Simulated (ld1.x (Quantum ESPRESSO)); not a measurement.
# silicon, ultrasoft: configuration errors across variants

ld1.x (Quantum ESPRESSO) 7.5 input, shortened:

```
&input
   title='Si', zed=14., rel=1, dft='PZ', iswitch=3,
   config='[Ne] 3s2 3p0'
 /
 &inputp
   pseudotype=3, tm=.true., lloc=-1, rcloc=1.55,
   nlcc=.true., new_core_ps=.true., rcore=1.50,
   which_augfun='PSQ', rmatch_augfun_nc=.true.
 /
4
3S  1  0   2.00   0.00  1.50  1.70  0.0
3S  1  0   0.00   2.35  1.50  1.70  0.0
3P  2  1   0.00   0.00  1.25  1.60  0.0
3P  2  1   0.00   0.05  1.25  1.60  0.0
 &test
   configts(1)='3s2 3p0'
 /
```

All-electron excitation energies from the reference (eV): (1) 3s2 3p2 -23.943; (2) 3s2 3p1 -16.114; (3) 3s1 3p0 34.145; (4) 3s2 3p2.3 -24.900; (5) 3s1 3p2 -8.701; (6) 3s1 3p3 -17.137; (7) 3s2 3p1.5 -20.978; (8) 3s2 3p2 spin -24.555; (9) 3s2 3p1 spin -16.319.

Spin tests fill each open shell by Hund’s rule, majority spin first.

1 further variants failed, have other tests or too few solved ones, and are left out.

Errors AE − PS in meV (a dash: test not solved or not reliable):

| change | (1) | (2) | (3) | (4) | (5) | (6) | (7) | (8) | (9) | bound ghosts |
| --- | --- | --- | --- | --- | --- | --- | --- | --- | --- | --- |
| base | +1.7 | +0.6 | -7.1 | +2.0 | +3.1 | +4.7 | +1.1 | +9.9 | +4.0 | none |
| waves 3p (bound): rcut 1.25, rcutus 2.28 bohr; 3p channel at 0.05 Ry: rcut 1.25, rcutus 2.28 bohr | +3.7 | +1.6 | -7.1 | +4.0 | +4.1 | +6.7 | +2.7 | +9.9 | +4.2 | none |
| local potential all-electron potential smoothed inside 1.18 bohr (lloc = -1) | +1.9 | +0.7 | -7.1 | +2.2 | +3.1 | +4.8 | +1.2 | +10 | +4.0 | none |
| core correction Bessel-smoothed model core inside 1.16 bohr | -2.9 | -1.6 | -13 | -2.9 | -0.4 | -1.0 | -2.5 | -1.7 | -1.2 | none |
| local potential all-electron potential smoothed inside 1.45 bohr (lloc = -1) | +1.8 | +0.6 | -7.1 | +2.1 | +3.1 | +4.7 | +1.2 | +9.9 | +4.0 | none |

**Question.** Give the same row for: augmentation PSQ, radius 1.15 bohr.

**Answer.** +3.2, +1.3, -11, +3.7, +4.7, +7.5, +2.2, +13, +5.0; bound ghosts: none.
